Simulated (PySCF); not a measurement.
A calculated (r2SCAN, PySCF 2.14, def2-SVP, the non-relativistic Hamiltonian (point nucleus)) atom or ion has these occupied shells.

```csv
shell,electrons,orbital energy (eV),"rms radius, mean of both spins (bohr)"
1s α,1,-6997.0,0.0685
1s β,1,-6997.0,0.0685
2s α,1,-856.42,0.292
2s β,1,-852.96,0.292
2p α,3,-743.06,0.262
2p β,3,-740.44,0.262
3s α,1,-135.84,0.877
3s β,1,-128.12,0.877
3p α,3,-101.91,0.933
3p β,3,-94.212,0.933
3d α,5,-46.728,1.08
```

(1) Name the element and its charge.

Results:

(1) Fe(3+) (iron, charge +3), in [Ar] 3d5, high-spin 6S determinant.
